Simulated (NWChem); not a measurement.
Molecule: GeN₃H₇; SMILES [NH2][GeH]([NH2])[NH2]

```xyz
11

Ge     0.0404     0.0175     0.2699
N      0.5045     1.6777    -0.4161
N      1.0475    -1.4038    -0.3468
N     -1.6504    -0.4258    -0.3467
H      0.3013     0.1179     1.8031
H      0.3137     2.4561     0.2251
H      0.0589     1.8873    -1.3172
H      2.0374    -1.3195    -0.0869
H      1.0063    -1.4890    -1.3700
H     -2.3846     0.2254    -0.0473
H     -1.9366    -1.3744    -0.0765
```
Atoms are numbered in this order, from 1.

Program: NWChem. All runs use the structure optimised with PBE-D3(BJ)/def2-SVP. Level PBE/def2-SVP: energy and gradient on several grids; changes count from the extra-fine grid, which is no exact limit either.

```
grid     size of the energy change (μHa)  largest change of a gradient component (μHa/bohr)  time, medium = 1 (rough)
-------  -------------------------------  -------------------------------------------------  ------------------------
xcoarse                             3000                                               9000                   about 1
coarse                                40                                               1000                   about 1
medium                                10                                                200                   about 1
fine                                < 10                                               < 30                   about 1
xfine                               < 10                                               < 30                         2
```
